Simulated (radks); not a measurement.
Excited configurations of neutral cobalt: one electron is placed in a higher orbital outside [Ar] 3d8. The ground configuration is [Ar] 3d7 4s2. Calculated with a radial shooting solver on a logarithmic mesh with Libxc functionals: scalar-relativistic Kohn-Sham, r2SCAN, spin-polarised, spherical densities, finite nucleus; open shells are filled with parallel spins first; meta-GGA in the generalised Kohn-Sham scheme; Fermi nuclear charge, rms radius 3.7875 fm. Excitation = E - E(ground); binding = E(ion) - E, where the ion is the core of charge +1; n* = 1/sqrt(2 binding) in atomic units, and the quantum defect is n - n*.

outer orbital  excitation (eV)  binding (eV)  quantum defect  <r> (bohr)
4p                       3.975         3.927           2.139       4.559
5s                       5.345         2.557           2.693       8.333
6f                       7.472         0.430           0.373       45.99

The Delta-SCF ionisation energy is 7.902 eV (NIST Atomic Spectra Database: 7.881 eV, measured). Self-interaction in the functional shifts the binding energies and quantum defects, so they are the method's values and not measured ones. Open shells are spherical and high-spin; term and fine-structure splittings are not resolved.
